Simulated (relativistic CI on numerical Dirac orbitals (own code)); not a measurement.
Forbidden transitions in Fe IV

Calculated at this level of theory: Dirac-Coulomb-Breit CI, KLI orbitals optimised for each configuration, a model potential for QED, valence Slater integrals scaled by 0.85, P86 correlation energy added to each configuration (own radial code, finite nucleus).

Configurations in the expansion (outside the closed core [Ne]): 3s²3p⁶3d⁵, 3s²3p⁶3d⁴4s, 3s²3p⁶3d⁴4p, 3s²3p⁶3d⁴4d, 3s²3p⁶3d⁴5s, 3s²3p⁵3d⁶, 3s²3p⁶3d⁴5p, 3s²3p⁶3d⁴4f, 3s²3p⁶3d⁴5d, 3s²3p⁶3d³4s4p, 3s²3p⁶3d⁴6s, 3s²3p⁶3d⁴6p, 3s²3p⁶3d⁴5f, 3s²3p⁶3d⁴5g, 3s²3p⁶3d⁴6d, 3s3p⁶3d⁶, 3s²3p⁶3d³4s², 3s²3p⁶3d²4s²4p, 3s²3p⁶3d²4s²4d, 3s²3p⁶3d²4s²5s, 3s²3p⁶3d²4s²5p, 3s²3p⁶3d³4p², 3s²3p⁶3d²4s4p², 3s²3p⁶3d²4p³, 3s²3p⁶3d²4p²4d, 3s²3p⁶3d²4p²5s, 3s²3p⁶3d²4p²5p, 3s²3p⁶3d³4s4d, 3s²3p⁶3d²4s4p4d, 3s²3p⁶3d²4s4d², 3s²3p⁶3d²4s4d5s, 3s²3p⁶3d²4s4d5p. Double excitations out of closed p, d and f shells are left out; levels of such configurations are missing from the list, as are those of other unlisted configurations, and high levels can miss mixing partners.

```
λ vac (nm)                 Lower                  Upper  Type   A (s⁻¹)        gf  Branching (%)
    262.11   3s²3p⁶3d⁵ ⁶S5/2 [1]    3s²3p⁶3d⁵ ⁴D7/2 [9]    E2  1.11e-03  9.17e-12            3.4
    280.96   3s²3p⁶3d⁵ ⁶S5/2 [1]    3s²3p⁶3d⁵ ⁴P1/2 [8]    E2  1.12e-05  2.64e-14            n/a
    281.65   3s²3p⁶3d⁵ ⁶S5/2 [1]    3s²3p⁶3d⁵ ⁴P3/2 [7]    M1  8.19e-01  3.90e-09          100.0
    282.32   3s²3p⁶3d⁵ ⁶S5/2 [1]    3s²3p⁶3d⁵ ⁴P5/2 [6]    M1  1.25e+00  8.99e-09          100.0
    416.07  3s²3p⁶3d⁵ ⁴G11/2 [2]  3s²3p⁶3d⁵ ²H11/2 [24]    M1  4.55e-01  1.42e-08           49.2
    421.63  3s²3p⁶3d⁵ ⁴G11/2 [2]   3s²3p⁶3d⁵ ²H9/2 [23]    M1  1.37e-02  3.66e-10            3.3
    474.61  3s²3p⁶3d⁵ ⁴G11/2 [2]   3s²3p⁶3d⁵ ⁴F7/2 [20]    E2  5.56e-02  1.50e-09            7.9
    476.54  3s²3p⁶3d⁵ ⁴G11/2 [2]   3s²3p⁶3d⁵ ⁴F9/2 [19]    M1  1.32e-01  4.51e-09           18.7
    476.54  3s²3p⁶3d⁵ ⁴G11/2 [2]   3s²3p⁶3d⁵ ⁴F9/2 [19]    E2  2.83e-01  9.62e-09           39.9
    699.92   3s²3p⁶3d⁵ ⁴P5/2 [6]   3s²3p⁶3d⁵ ²D3/2 [16]    M1  6.15e-02  1.81e-09           16.7
    704.04   3s²3p⁶3d⁵ ⁴P3/2 [7]   3s²3p⁶3d⁵ ²D3/2 [16]    M1  2.25e-01  6.68e-09           61.2
    708.59   3s²3p⁶3d⁵ ⁴D7/2 [9]   3s²3p⁶3d⁵ ⁴F7/2 [20]    M1  9.89e-02  5.95e-09           14.1
    712.89   3s²3p⁶3d⁵ ⁴D7/2 [9]   3s²3p⁶3d⁵ ⁴F9/2 [19]    E2  2.58e-02  1.97e-09            3.6
    712.89   3s²3p⁶3d⁵ ⁴D7/2 [9]   3s²3p⁶3d⁵ ⁴F9/2 [19]    M1  1.24e-01  9.48e-09           17.6
    724.44   3s²3p⁶3d⁵ ⁴P5/2 [6]   3s²3p⁶3d⁵ ²D5/2 [15]    M1  4.83e-01  2.28e-08           56.5
    728.85   3s²3p⁶3d⁵ ⁴P3/2 [7]   3s²3p⁶3d⁵ ²D5/2 [15]    M1  9.21e-02  4.40e-09           10.8
    779.59   3s²3p⁶3d⁵ ⁴D7/2 [9]   3s²3p⁶3d⁵ ²F7/2 [17]    M1  8.22e-02  5.99e-09           11.8
```

Terms are leading LS components. Brackets give the number of a level in order of energy, since labels repeat. The list gives strong lines, with weight on those to low levels, among the lowest 400 of 8293 levels, so that lines to higher ones, which can be the strongest, are missing, and without lines across small gaps between configurations, and without 73 lines that miss the measured interval by over 3.5 %, start from a term whose rates miss tabulated ones by over 60 %, have gauges far apart or, lacking measured levels, span too small a gap for the errors found; lines with a level outside our table were not tested and can miss by more. Levels whose partners in the same complex of configurations lie outside the list can be far off, and so can their lines. Rates are taken at the computed energies, electric ones in the length gauge.

For a near-neutral ion this model can misplace configurations by up to about 10,000 cm⁻¹ (more where the count of f electrons changes) and terms by 10 to 25 % of their spread. Rates follow the energies as ν³ (E1, M1) or ν⁵ (E2), so they and the lifetimes can be off by large factors. The fine structure of a lone outer electron comes out too small, for d and f at times inverted, and misplaced configurations move strength between like terms. 54 of the 54 excited levels that our extract of the measured tables holds in this range could be paired (the sources list more); they are missed by 825 cm⁻¹ on average and 1447 at most, and levels without a partner can miss by more. Some levels of the ground configuration have no partner and can miss by 10 % or more.
